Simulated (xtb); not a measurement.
Te(H)(SiH3) (H4SiTe), SMILES [TeH][SiH3]. All values are semi-empirical tight-binding results from xtb (GFN2-xTB unless named), good for trends rather than for accurate numbers. Geometry: GFN2-xTB.

Computed properties:
The orbital gap is 4.04 eV, the zero-point energy is 18.9 kcal/mol and the G − E(el) at 298.15 K (modified RRHO) is 1.1 kcal/mol. The static polarisability (D4 model) comes out as 71.8 bohr³, the solvation energy, GFN2-xTB/ALPB(water) is -0.7 kcal/mol and the solvation energy, GFN2-xTB/ALPB(acetone) is -3.3 kcal/mol.
